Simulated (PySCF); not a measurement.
Atoms are numbered as in `[CH3:1][NH:2][Si@H:3]1[CH:4]=[CH:5][Si@H:6]([NH2:7])[CH:8]=[CH:9]1`. Each H is labelled by its parent atom.

Computational details: geometry from GFN2-xTB, shielding tensors at PBE0/pcSseg-1 (GIAO), in PySCF (in vacuum, averaged over atoms made equivalent by symmetry, fast rotation or ring inversion, no relativistic terms, one computed conformer).

Shifts are taken against calculated references (same method and geometry level): TMS for $^{13}$C (σref 186.93), $^{1}$H (σref 31.72), $^{29}$Si (σref 349.16); NH3 for $^{15}$N (σref 267.73).

```tsv
atoms	nucleus	count	Hirshfeld charge	δ (ppm)
Si6	$^{29}$Si	1	0.37	-50.6
H(C1)	$^{1}$H	3	0.04	2.86
H(Si6)	$^{1}$H	1	-0.10	5.27
N2	$^{15}$N	1	-0.25	23.3
H(N7)	$^{1}$H	2	0.11	?
C5/C8	$^{13}$C	2	-0.13	156.0
H(C4)/H(C9)	$^{1}$H	2	0.04	7.38
H(C5)/H(C8)	$^{1}$H	2	0.04	7.33
C1	$^{13}$C	1	-0.07	31.8
H(Si3)	$^{1}$H	1	-0.09	5.01
N7	$^{15}$N	1	-0.32	13.0
Si3	$^{29}$Si	1	0.37	?
H(N2)	$^{1}$H	1	0.11	?
C4/C9	$^{13}$C	2	-0.13	?
```

**Question.** Fill in the missing shifts.

**Answer.** 
- C4/C9: 154.2 ppm, alkene CH; as expected for a trigonal carbon in a double bond
- H(N7): 0.17 ppm, hydrogen on a nitrogen bonded to Si; exchangeable, gas-phase position
- H(N2): -0.09 ppm, hydrogen on a nitrogen bonded to C, Si; exchangeable, gas-phase position
- Si3: -46.0 ppm, silicon bonded to 2 C, N, H, in a 6-membered ring

OH and NH positions are those of a molecule without intermolecular hydrogen bonds; in solution they move with solvent, concentration and temperature, and exchange usually removes their couplings. Shifts are as computed. Against solution values, carbons near 30 ppm lie about +3 ppm off and those near 130 ppm about +5 ppm. Of 1211 compounds with measured shifts, 218 miss one by over three times the rms of a fit or turn the order of signals round; such compounds aren't used in these exercises. Experimental scales use liquid or dissolved standards, which lie at an offset from isolated NH3 (liquid NH3: subtract about 20 ppm).
